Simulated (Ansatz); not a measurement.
`F[Si](F)(F)B(Cl)Cl` + H₂O → `OB(Cl)Cl` + `F[SiH](F)F`  (formal hydrolysis of a B–Si bond)

Gas-phase electronic energies from Ansatz, PBE0-D4/def2-TZVP geometries. CCSD(T)/CBS adds triple-zeta CCSD(T) − MP2 to the extrapolated MP2 energy (def2 sets, frozen cores). This one scheme is used for every species. DFT in def2-TZVPP. Each species was taken in one conformer, which may not be the lowest.

| species | PBE energy (Eh) |
| --- | --- |
| `F[Si](F)(F)B(Cl)Cl` | -1533.89598 |
| H₂O | -76.38007 |
| `OB(Cl)Cl` | -1020.79392 |
| `F[SiH](F)F` | -589.53814 |

Task: Work out ΔE.

Result: ΔE = (-1020.79392) + (-589.53814) − (-1533.89598) − (-76.38007) = -0.05601 Eh = -147.1 kJ/mol. CCSD(T)/CBS gives -153.2 kJ/mol.

Largest T1 diagnostic among the species: 0.013.

Leaving LDA and LC-ωPBE aside and taking each functional with its dispersion term where it has one, the values, not all of them listed here, spread over 26.0 kJ/mol, from B2PLYP to revPBE-D4. LDA lies −7.6 kJ/mol from PBE without D4. The D4 term adds +9.5 kJ/mol with B3LYP and +5.5 kJ/mol with PBE0; it sums over pairs of atoms, weighted by their polarisabilities, and B3LYP, whose exchange is more repulsive, gets the larger term.

B3LYP here is the variant with VWN-RPA as its local correlation; programs differ in this.
